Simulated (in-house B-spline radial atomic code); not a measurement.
A fraction x of an electron is moved 4p → 4f in Ru³⁺, starting from [Kr] 4d5 and keeping the highest spin. Computed with a radial B-spline atomic code at the basis-set limit: scalar-relativistic (X2C) wB97X, spin-polarised, spherical fractional occupations, Fermi nucleus of rms radius 4.4809 fm.

Caution: exact exchange at fractional occupations of open shells leaves self-interaction of up to several eV.

| x | E(x) - E(0) (eV) | 4p down level (eV) | 4f up level (eV) |
| --- | --- | --- | --- |
| 0 | 0.0000 | -83.123 | - |
| 0.125 | 9.4163 | -83.878 | -8.255 |
| 0.625 | ? | ? | ? |
| 0.75 | ? | ? | ? |
| 0.875 | 66.7914 | -87.046 | -10.168 |
| 1 | 76.4004 | -87.351 | -10.492 |

(1) What belongs in the row x = 0.625?

(2) What belongs in the row x = 0.75?

Answers

(1) An energy change of 47.5811 eV; 4p down at -86.266 eV, 4f up at -9.498 eV.

(2) An energy change of 57.1829 eV; 4p down at -86.686 eV, 4f up at -9.837 eV.
